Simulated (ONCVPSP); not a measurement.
## Configuration tests for Sr (ONCV)

- Element: strontium
- Generator: ONCVPSP 4.0.1
- Type: optimised norm-conserving Vanderbilt (ONCV)
- Functional: LDA (Perdew-Wang 92)
- Relativity: scalar-relativistic
- Frozen core: [Ar] 3d10
- Valence charge: 10
- Reference configuration: 4s2 4p6 5s1 5p1
- Partial waves: 4s+5s: rc 1.85 bohr, ncon 4, nbas 7, qcut 5.5 1/bohr, 2 projectors; 4p+5p: rc 2.20 bohr, ncon 5, nbas 8, qcut 6.6 1/bohr, 2 projectors; d scattering state at 0.44 Ha: rc 1.85 bohr, ncon 4, nbas 8, qcut 5 1/bohr, local
- Local potential: the d channel
- Core correction: none

In the d channel the program set the typed energies aside and used 0.050 Ha.

Energies are relative to the spin-unpolarised reference configuration 4s2 4p6 5s1 5p1; without spin polarisation the order of configurations can differ from experiment.

```
valence configuration  charge  ΔE all-electron (eV)  error AE − PS (meV)
      4s2 4p6 5s1 5p0      +1                 3.670                 -0.4
      4s2 4p5 5s2 5p0      +1                25.996                 -6.6
```

Problem. What are ΔE and the potential's error for 4s2 4p6 5s0 5p0?

Solution. ΔE = 14.846 eV all-electron; the error (AE − PS) is -1.2 meV.

Problem. What are ΔE and the potential's error for 4s2 4p6 5s2 5p0?

Solution. ΔE = -2.389 eV all-electron; the error (AE − PS) is -0.1 meV.

Levels in the configuration 4s2 4p6 5s0 5p0:

```tsv
level	all-electron (eV)	pseudo (eV)
4s	-54.860	-54.865
4p	-36.656	-36.657
```

Note: ghosts flagged at negative energy: s at -137.6 eV; no localised positive-energy state flagged. A true bound ghost makes a file unfit for plane-wave use.
